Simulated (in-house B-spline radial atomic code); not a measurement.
Inner levels of xenon as electrons are removed. A shift is the extra binding of the orbital against the neutral atom ([Kr] 4d10 5s2 5p6). The density at the nucleus is averaged over the nuclear charge. Computed with a B-spline radial code for spherical atoms: Dirac-Hartree-Fock, average of the configuration, finite nuclei.

```json
{"ion": "Xe21+", "configuration": "[Ar] 3d10 4s2 4p3", "shift of 2p1/2 (eV)": "608.16", "shift of 2p3/2 (eV)": "607.47", "shift of 1s1/2 (eV)": "615.6", "radius of 2p1/2 (bohr)": "0.096177", "radius of 2p3/2 (bohr)": "0.1019", "radius of 1s1/2 (bohr)": "0.02665", "Σ<r²> (bohr²)": "4.2808", "change of density at nucleus (bohr⁻³)": "374.24"}
{"ion": "Xe22+", "configuration": "[Ar] 3d10 4s2 4p2", "shift of 2p1/2 (eV)": "655.05", "shift of 2p3/2 (eV)": "654.19", "shift of 1s1/2 (eV)": "665.18", "radius of 2p1/2 (bohr)": "0.096159", "radius of 2p3/2 (bohr)": "0.10188", "radius of 1s1/2 (bohr)": "0.026649", "Σ<r²> (bohr²)": "3.7362", "change of density at nucleus (bohr⁻³)": "429.46"}
{"ion": "Xe23+", "configuration": "[Ar] 3d10 4s2 4p1", "shift of 2p1/2 (eV)": "702.86", "shift of 2p3/2 (eV)": "701.84", "shift of 1s1/2 (eV)": "715.82", "radius of 2p1/2 (bohr)": "0.096141", "radius of 2p3/2 (bohr)": "0.10186", "radius of 1s1/2 (bohr)": "0.026648", "Σ<r²> (bohr²)": "3.2115", "change of density at nucleus (bohr⁻³)": "486.22"}
{"ion": "Xe24+", "configuration": "[Ar] 3d10 4s2", "shift of 2p1/2 (eV)": "751.59", "shift of 2p3/2 (eV)": "750.38", "shift of 1s1/2 (eV)": "767.53", "radius of 2p1/2 (bohr)": "0.096122", "radius of 2p3/2 (bohr)": "0.10184", "radius of 1s1/2 (bohr)": "0.026648", "Σ<r²> (bohr²)": "2.7056", "change of density at nucleus (bohr⁻³)": "544.56"}
{"ion": "Xe25+", "configuration": "[Ar] 3d10 4s1", "shift of 2p1/2 (eV)": "?", "shift of 2p3/2 (eV)": "?", "shift of 1s1/2 (eV)": "?", "radius of 2p1/2 (bohr)": "?", "radius of 2p3/2 (bohr)": "?", "radius of 1s1/2 (bohr)": "?", "Σ<r²> (bohr²)": "?", "change of density at nucleus (bohr⁻³)": "?"}
{"ion": "Xe26+", "configuration": "[Ar] 3d10", "shift of 2p1/2 (eV)": "852.37", "shift of 2p3/2 (eV)": "850.84", "shift of 1s1/2 (eV)": "873.47", "radius of 2p1/2 (bohr)": "0.09608", "radius of 2p3/2 (bohr)": "0.10179", "radius of 1s1/2 (bohr)": "0.026647", "Σ<r²> (bohr²)": "1.7902", "change of density at nucleus (bohr⁻³)": "-989.76"}
{"ion": "Xe27+", "configuration": "[Ar] 3d9", "shift of 2p1/2 (eV)": "950.56", "shift of 2p3/2 (eV)": "948.72", "shift of 1s1/2 (eV)": "972.88", "radius of 2p1/2 (bohr)": "0.096002", "radius of 2p3/2 (bohr)": "0.10169", "radius of 1s1/2 (bohr)": "0.026647", "Σ<r²> (bohr²)": "1.6694", "change of density at nucleus (bohr⁻³)": "-864.53"}
{"ion": "Xe28+", "configuration": "[Ar] 3d8", "shift of 2p1/2 (eV)": "1050.95", "shift of 2p3/2 (eV)": "1048.79", "shift of 1s1/2 (eV)": "1074.69", "radius of 2p1/2 (bohr)": "0.095919", "radius of 2p3/2 (bohr)": "0.10159", "radius of 1s1/2 (bohr)": "0.026648", "Σ<r²> (bohr²)": "1.5542", "change of density at nucleus (bohr⁻³)": "-734.82"}
{"ion": "Xe29+", "configuration": "[Ar] 3d7", "shift of 2p1/2 (eV)": "1153.54", "shift of 2p3/2 (eV)": "1151.02", "shift of 1s1/2 (eV)": "1178.89", "radius of 2p1/2 (bohr)": "0.095831", "radius of 2p3/2 (bohr)": "0.10149", "radius of 1s1/2 (bohr)": "0.026648", "Σ<r²> (bohr²)": "1.4444", "change of density at nucleus (bohr⁻³)": "-600.61"}
{"ion": "Xe30+", "configuration": "[Ar] 3d6", "shift of 2p1/2 (eV)": "1258.31", "shift of 2p3/2 (eV)": "1255.4", "shift of 1s1/2 (eV)": "1285.49", "radius of 2p1/2 (bohr)": "0.095738", "radius of 2p3/2 (bohr)": "0.10138", "radius of 1s1/2 (bohr)": "0.026649", "Σ<r²> (bohr²)": "1.3395", "change of density at nucleus (bohr⁻³)": "-461.88"}
{"ion": "Xe31+", "configuration": "[Ar] 3d5", "shift of 2p1/2 (eV)": "1365.25", "shift of 2p3/2 (eV)": "1361.92", "shift of 1s1/2 (eV)": "1394.48", "radius of 2p1/2 (bohr)": "0.09564", "radius of 2p3/2 (bohr)": "0.10126", "radius of 1s1/2 (bohr)": "0.026649", "Σ<r²> (bohr²)": "1.2392", "change of density at nucleus (bohr⁻³)": "-318.64"}
{"ion": "Xe32+", "configuration": "[Ar] 3d4", "shift of 2p1/2 (eV)": "1474.35", "shift of 2p3/2 (eV)": "1470.56", "shift of 1s1/2 (eV)": "1505.86", "radius of 2p1/2 (bohr)": "0.095537", "radius of 2p3/2 (bohr)": "0.10114", "radius of 1s1/2 (bohr)": "0.02665", "Σ<r²> (bohr²)": "1.1434", "change of density at nucleus (bohr⁻³)": "-170.86"}
{"ion": "Xe33+", "configuration": "[Ar] 3d3", "shift of 2p1/2 (eV)": "1585.59", "shift of 2p3/2 (eV)": "1581.32", "shift of 1s1/2 (eV)": "1619.63", "radius of 2p1/2 (bohr)": "0.095429", "radius of 2p3/2 (bohr)": "0.10101", "radius of 1s1/2 (bohr)": "0.02665", "Σ<r²> (bohr²)": "1.0517", "change of density at nucleus (bohr⁻³)": "-18.548"}
{"ion": "Xe34+", "configuration": "[Ar] 3d2", "shift of 2p1/2 (eV)": "1698.96", "shift of 2p3/2 (eV)": "1694.18", "shift of 1s1/2 (eV)": "1735.78", "radius of 2p1/2 (bohr)": "0.095317", "radius of 2p3/2 (bohr)": "0.10087", "radius of 1s1/2 (bohr)": "0.026651", "Σ<r²> (bohr²)": "0.96391", "change of density at nucleus (bohr⁻³)": "138.33"}
{"ion": "Xe35+", "configuration": "[Ar] 3d1", "shift of 2p1/2 (eV)": "1814.46", "shift of 2p3/2 (eV)": "1809.14", "shift of 1s1/2 (eV)": "1854.31", "radius of 2p1/2 (bohr)": "0.095199", "radius of 2p3/2 (bohr)": "0.10074", "radius of 1s1/2 (bohr)": "0.026651", "Σ<r²> (bohr²)": "0.87981", "change of density at nucleus (bohr⁻³)": "299.76"}
{"ion": "Xe36+", "configuration": "[Ne] 3s2 3p6", "shift of 2p1/2 (eV)": "?", "shift of 2p3/2 (eV)": "?", "shift of 1s1/2 (eV)": "?", "radius of 2p1/2 (bohr)": "?", "radius of 2p3/2 (bohr)": "?", "radius of 1s1/2 (bohr)": "?", "Σ<r²> (bohr²)": "?", "change of density at nucleus (bohr⁻³)": "?"}
{"ion": "Xe37+", "configuration": "[Ne] 3s2 3p5", "shift of 2p1/2 (eV)": "?", "shift of 2p3/2 (eV)": "?", "shift of 1s1/2 (eV)": "?", "radius of 2p1/2 (bohr)": "?", "radius of 2p3/2 (bohr)": "?", "radius of 1s1/2 (bohr)": "?", "Σ<r²> (bohr²)": "?", "change of density at nucleus (bohr⁻³)": "?"}
{"ion": "Xe38+", "configuration": "[Ne] 3s2 3p4", "shift of 2p1/2 (eV)": "2155.39", "shift of 2p3/2 (eV)": "2147.59", "shift of 1s1/2 (eV)": "2228.78", "radius of 2p1/2 (bohr)": "0.09494", "radius of 2p3/2 (bohr)": "0.10044", "radius of 1s1/2 (bohr)": "0.026644", "Σ<r²> (bohr²)": "0.61268", "change of density at nucleus (bohr⁻³)": "783.91"}
{"ion": "Xe39+", "configuration": "[Ne] 3s2 3p3", "shift of 2p1/2 (eV)": "2269.19", "shift of 2p3/2 (eV)": "2260.39", "shift of 1s1/2 (eV)": "2358.38", "radius of 2p1/2 (bohr)": "0.094815", "radius of 2p3/2 (bohr)": "0.1003", "radius of 1s1/2 (bohr)": "0.02664", "Σ<r²> (bohr²)": "0.52322", "change of density at nucleus (bohr⁻³)": "947.11"}
{"ion": "Xe40+", "configuration": "[Ne] 3s2 3p2", "shift of 2p1/2 (eV)": "2384.41", "shift of 2p3/2 (eV)": "2374.59", "shift of 1s1/2 (eV)": "2489.87", "radius of 2p1/2 (bohr)": "0.094687", "radius of 2p3/2 (bohr)": "0.10015", "radius of 1s1/2 (bohr)": "0.026636", "Σ<r²> (bohr²)": "0.43617", "change of density at nucleus (bohr⁻³)": "1113.04"}
{"ion": "Xe41+", "configuration": "[Ne] 3s2 3p1", "shift of 2p1/2 (eV)": "2501.05", "shift of 2p3/2 (eV)": "2490.18", "shift of 1s1/2 (eV)": "2623.23", "radius of 2p1/2 (bohr)": "0.094555", "radius of 2p3/2 (bohr)": "0.1", "radius of 1s1/2 (bohr)": "0.026632", "Σ<r²> (bohr²)": "0.35145", "change of density at nucleus (bohr⁻³)": "1281.68"}
{"ion": "Xe42+", "configuration": "[Ne] 3s2", "shift of 2p1/2 (eV)": "2619.11", "shift of 2p3/2 (eV)": "2607.15", "shift of 1s1/2 (eV)": "2758.47", "radius of 2p1/2 (bohr)": "0.094421", "radius of 2p3/2 (bohr)": "0.099851", "radius of 1s1/2 (bohr)": "0.026628", "Σ<r²> (bohr²)": "0.26899", "change of density at nucleus (bohr⁻³)": "1453.06"}
{"ion": "Xe43+", "configuration": "[Ne] 3s1", "shift of 2p1/2 (eV)": "2734.19", "shift of 2p3/2 (eV)": "2721.26", "shift of 1s1/2 (eV)": "2887.62", "radius of 2p1/2 (bohr)": "0.094302", "radius of 2p3/2 (bohr)": "0.099717", "radius of 1s1/2 (bohr)": "0.026626", "Σ<r²> (bohr²)": "0.18412", "change of density at nucleus (bohr⁻³)": "-2024.18"}
```

Fill in the row of Xe25+.

shift of 2p1/2 (eV): 801.56; shift of 2p3/2 (eV): 800.2; shift of 1s1/2 (eV): 820.03; radius of 2p1/2 (bohr): 0.096102; radius of 2p3/2 (bohr): 0.10181; radius of 1s1/2 (bohr): 0.026647; Σ<r²> (bohr²): 2.2405; change of density at nucleus (bohr⁻³): -205.64.

Fill in the row of Xe36+.

shift of 2p1/2 (eV): 1932.07; shift of 2p3/2 (eV): 1926.17; shift of 1s1/2 (eV): 1975.23; radius of 2p1/2 (bohr): 0.095076; radius of 2p3/2 (bohr): 0.10059; radius of 1s1/2 (bohr): 0.026652; Σ<r²> (bohr²): 0.79919; change of density at nucleus (bohr⁻³): 465.77.

Fill in the row of Xe37+.

shift of 2p1/2 (eV): 2043.01; shift of 2p3/2 (eV): 2036.17; shift of 1s1/2 (eV): 2101.07; radius of 2p1/2 (bohr): 0.095062; radius of 2p3/2 (bohr): 0.10057; radius of 1s1/2 (bohr): 0.026648; Σ<r²> (bohr²): 0.70464; change of density at nucleus (bohr⁻³): 623.46.
